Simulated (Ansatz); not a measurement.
One change: `CBOCC` becomes `CC[O][InH][CH3]`.

Ansatz, PBE0-D4/def2-TZVP geometries, multiplicity 1. Each molecule was computed in one conformer, which needn't be the lowest.

Elements past krypton have def2 core potentials.

```
                               property  `CBOCC`
      HOMO energy (PBE/def2-TZVPP) / eV    -6.85
HOMO–LUMO gap (ωB97M-V/def2-TZVPP) / eV    12.74
  LUMO energy (ωB97M-V/def2-TZVPP) / eV     2.07
    HOMO energy (B3LYP/def2-TZVPP) / eV    -8.11
  HOMO energy (ωB97M-V/def2-TZVPP) / eV   -10.67
   HOMO–LUMO gap (PBE0/def2-TZVPP) / eV     8.57
```

Problem. What does the change do to each property? (An estimate is asked.)

Solution. Ansatz gave: 
| property | `CC[O][InH][CH3]` | shift |
| --- | --- | --- |
| HOMO energy (PBE/def2-TZVPP) / eV | -5.75 | 1.10 |
| HOMO–LUMO gap (ωB97M-V/def2-TZVPP) / eV | 9.67 | -3.07 |
| LUMO energy (ωB97M-V/def2-TZVPP) / eV | 0.22 | -1.85 |
| HOMO energy (B3LYP/def2-TZVPP) / eV | -6.93 | 1.18 |
| HOMO energy (ωB97M-V/def2-TZVPP) / eV | -9.45 | 1.22 |
| HOMO–LUMO gap (PBE0/def2-TZVPP) / eV | 5.99 | -2.58 |

With PBE0 the HOMO rises by 1.17 eV and the LUMO falls by 1.41 eV, so the gap narrows by about 2.58 eV. PBE moves the HOMO by 1.10 eV and ωB97M-V by 1.22 eV.

B3LYP here is the variant with VWN-RPA as its local correlation; programs differ in this.
